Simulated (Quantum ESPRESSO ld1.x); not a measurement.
Nb26+, 15 electrons, occupied as [Ne] 3s2 3p3. All-electron calculation, Dirac Kohn-Sham, revPBE, spin-unpolarised, spherical densities, point nucleus; open shells are shared between the two j in proportion to 2j + 1; speed of light set to 13703.6 atomic units (100 times the physical value, a model run). Program: ld1.x of Quantum ESPRESSO 7.5.

Normalised radial functions P(r) = r R(r) (large component), r in bohr:

r	3s1/2
0.002638	0.1916
0.003301	0.2330
0.00413	0.2814
0.005125	0.3345
0.006412	0.3955
0.007958	0.4581
0.009956	0.5230
0.01236	0.5794
0.01546	0.6216
0.01919	0.6336
0.024	0.5991
0.03003	0.4973
0.03727	0.3193
0.04663	0.0456
0.05787	-0.2898
0.0724	-0.6623
0.08985	-0.9587
0.1124	-1.0770
0.1395	-0.8939
0.1745	-0.3453
0.2184	0.4736
0.271	1.2728
0.3391	1.7819
0.4208	1.7607
0.5265	1.2852
0.6534	0.6999
0.8174	0.2603
1.015	0.0661
1.269	0.0094

3s1/2: eigenvalue -1390.9 eV, 2 radial nodes at r = 0.0481, 0.193 bohr, <r> = 0.397 bohr, 90 % of the charge inside 0.575 bohr.
